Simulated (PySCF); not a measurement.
Species: C3H6N2OS2Si.
Numbering: `[SiH3:1][S:2][CH2:3][O:4][c:5]1[n:6][cH:7][s:8][n:9]1`

Structure used (PBE0-D3(BJ)/def2-SVP), in Å, numbered top down from 1:
```
atom  x, y, z in Å
Si1   -2.9381    0.1533   -0.5497
S2    -2.0256   -1.7982   -0.5070
C3    -0.4620   -1.3526    0.2812
O4     0.1622   -0.3193   -0.4556
C5     1.3259    0.1140    0.0145
N6     1.9189    1.1495   -0.6450
C7     3.0344    1.4194   -0.0399
S8     3.3184    0.4056    1.3221
N9     1.8986   -0.4135    1.0675
H10   -2.7584    0.8082    0.7815
H11   -2.3814    1.0324   -1.6155
H12   -4.3817   -0.1056   -0.8162
H13    0.1686   -2.2553    0.2961
H14   -0.6182   -1.0254    1.3216
H15    3.7240    2.2077   -0.3532
```

Probes without a nucleus sit at each ring's centroid and 1 Å off its mean plane on both sides; NICS is minus the shielding there, NICSzz its component along the normal. Level: GIAO PBE0/pcSseg-1 (PySCF, non-relativistic, gas phase) on the PBE0-D3(BJ)/def2-SVP geometry, one conformer.

Ring bond lengths (Å), with Mayer bond orders in brackets: C5–N6 1.363 (1.26), N6–C7 1.297 (1.63), C7–S8 1.722 (1.19), S8–N9 1.659 (1.12), N9–C5 1.310 (1.55).

Problem. Give the NICS values of each ring in ppm.

Solution. 
| ring | type | NICS(0) | NICS(1), two faces | NICS(1)zz, two faces | rms pucker (Å) | centre to ring atoms, mean (Å) |
| --- | --- | --- | --- | --- | --- | --- |
| C5–N6–C7–S8–N9 | 5-membered ring with 2 N and S; formal bonds all aromatic | -12.8 | -11.2 / -11.2 | -26.4 / -26.5 | 0.00 | 1.24 |

Problem. What do they say, and how far can they be read as aromaticity?

Solution. 
- C5–N6–C7–S8–N9: mean NICS(1)zz -26.4 ppm, shielded, aromatic by this magnetic criterion (flat ring, no four-coordinate atom).

Problem. What are the shieldings of the ring atoms and their hydrogens in the same run (means over atoms taken as equivalent)?

Solution. 
```
atoms                          environment  σ isotropic (ppm)  principal values of the symmetric part, first atom (ppm)
   C5       aromatic carbon bearing oxygen                8.5                                         -51.0, 36.8, 39.8
   N6               pyridine-type nitrogen              -62.2                                      -323.8, -71.8, 209.1
   C7  aromatic CH next to a ring nitrogen                4.5                                        -95.5, -2.5, 111.4
   S8                          ring sulfur               71.0                                      -118.9, 151.9, 180.0
   N9               pyridine-type nitrogen               20.1                                       -145.7, -1.6, 207.8
  H15                    aromatic hydrogen              22.05                                          20.1, 20.5, 25.6
```

Problem. How do the values depend on the level or the medium?

Solution. 
```
                level  NICS(0), C5–N6–C7–S8–N9  mean NICS(1)zz, C5–N6–C7–S8–N9
   PBE0/pcSseg-1, gas                    -12.8                           -26.4
wB97X-D/pcSseg-1, gas                    -12.4                           -26.0
```

The geometry is the same throughout.
